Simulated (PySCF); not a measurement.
Compound: [GeMe5]-, C₅H₁₅Ge (charge -1).
Bonds: Ge1–C2, Ge1–C6, Ge1–C10, Ge1–C14, Ge1–C18. Hydrogens: H3, H4, H5 on C2; H7, H8, H9 on C6; H11, H12, H13 on C10; H15, H16, H17 on C14; H19, H20, H21 on C18.

Method: PBE0-D3(BJ)/def2-SVP geometry optimisation, gas phase in PySCF 2.14.0; density fitting, grid level 1; the optimiser is geomeTRIC in internal coordinates, started from a GFN2-xTB structure with every atom displaced at random (about 0.03 Å).

The end geometry, which sets the zero of energy:
```
atom  x, y, z in Å
Ge1    -0.0082   -0.0026    0.0215
C2      0.0022   -0.0282    2.1632
H3      0.4001   -0.9831    2.5610
H4     -1.0161    0.1000    2.5802
H5      0.6290    0.7861    2.5791
C6     -0.0039    0.0253   -2.1279
H7     -1.0218    0.1627   -2.5448
H8      0.3948   -0.9195   -2.5484
H9      0.6228    0.8487   -2.5253
C10     2.0128   -0.0358    0.0064
H11     2.4043   -0.5722   -0.8732
H12     2.4309   -0.4781    0.9254
H13     2.3714    1.0072   -0.0563
C14    -0.9915    1.7620    0.0193
H15    -0.9271    2.2864    0.9863
H16    -2.0572    1.5621   -0.1897
H17    -0.6211    2.4211   -0.7832
C18    -1.0650   -1.7236   -0.0179
H19    -0.3591   -2.5611   -0.1603
H20    -1.7697   -1.7404   -0.8655
H21    -1.6143   -1.9009    0.9208
```

**Question.** These geometries come from the run, each turned onto the end geometry. Order them by energy, lowest first.
A.
```
atom  x, y, z in Å
Ge1     0.0606   -0.0773    0.0216
C2     -0.0123   -0.0315    2.1423
H3      0.3476   -0.9560    2.5243
H4     -0.8994    0.1006    2.5517
H5      0.5997    0.7711    2.5322
C6     -0.0161    0.0323   -2.1366
H7     -0.9757    0.1677   -2.5380
H8      0.4099   -0.9042   -2.5640
H9      0.6213    0.8271   -2.4774
C10     2.0466   -0.0316    0.0304
H11     2.4190   -0.5523   -0.8431
H12     2.4767   -0.4894    0.9131
H13     2.3435    1.0271   -0.0621
C14    -1.0571    1.7990    0.0304
H15    -0.9345    2.2801    0.9583
H16    -2.0650    1.6552   -0.1538
H17    -0.6397    2.4779   -0.7849
C18    -1.0767   -1.7499    0.0041
H19    -0.3639   -2.6210   -0.1277
H20    -1.8227   -1.7823   -0.8296
H21    -1.6485   -1.9268    0.8794
```
B.
```
atom  x, y, z in Å
Ge1     0.0244   -0.0419    0.0200
C2      0.0019   -0.0168    2.1429
H3      0.3965   -0.9754    2.5359
H4     -1.0068    0.1316    2.5588
H5      0.6460    0.7991    2.5273
C6     -0.0152    0.0411   -2.1101
H7     -1.0337    0.1843   -2.5107
H8      0.3991   -0.8950   -2.5405
H9      0.6319    0.8660   -2.4658
C10     2.0362   -0.0284    0.0209
H11     2.4309   -0.5544   -0.8651
H12     2.4630   -0.4768    0.9312
H13     2.3505    1.0249   -0.0531
C14    -1.0111    1.7397    0.0090
H15    -0.8979    2.2545    0.9776
H16    -2.0777    1.5541   -0.1985
H17    -0.6122    2.3898   -0.7888
C18    -1.0788   -1.7345   -0.0165
H19    -0.3983   -2.5955   -0.1532
H20    -1.7861   -1.7474   -0.8634
H21    -1.6495   -1.9031    0.9126
```
C.
```
atom  x, y, z in Å
Ge1     0.0056   -0.0210    0.0205
C2      0.0035   -0.0298    2.1580
H3      0.3989   -0.9875    2.5564
H4     -1.0144    0.1134    2.5739
H5      0.6453    0.7813    2.5570
C6     -0.0034    0.0343   -2.1230
H7     -1.0231    0.1792   -2.5290
H8      0.4033   -0.9011   -2.5581
H9      0.6347    0.8615   -2.4940
C10     2.0271   -0.0273    0.0099
H11     2.4261   -0.5540   -0.8738
H12     2.4531   -0.4697    0.9246
H13     2.3581    1.0234   -0.0557
C14    -1.0014    1.7409    0.0088
H15    -0.9160    2.2697    0.9741
H16    -2.0688    1.5445   -0.1979
H17    -0.6181    2.3934   -0.7918
C18    -1.0784   -1.7266   -0.0107
H19    -0.3996   -2.5874   -0.1469
H20    -1.7817   -1.7333   -0.8593
H21    -1.6376   -1.8879    0.9274
```

**Answer.** C (0.009 eV), B (0.049 eV), A (0.898 eV).

In the order of the answer:

```csv
step,E above end (eV),largest force (eV/Å),rms force component (eV/Å),rms distance from end (Å),rms bond change (Å),bond most changed (Å)
2,0.009,0.33,0.066,0.024,0.003,Ge1–C14 +0.009
1,0.049,1.11,0.193,0.037,0.011,Ge1–C14 +0.041
0,0.898,5.65,1.379,0.062,0.056,Ge1–C14 +0.164
```

The cost below is that of the whole optimisation. The run took 2.0 min wall on Arm Neoverse V1, one thread (shared host), and the process peaked at 0.77 GiB of memory.
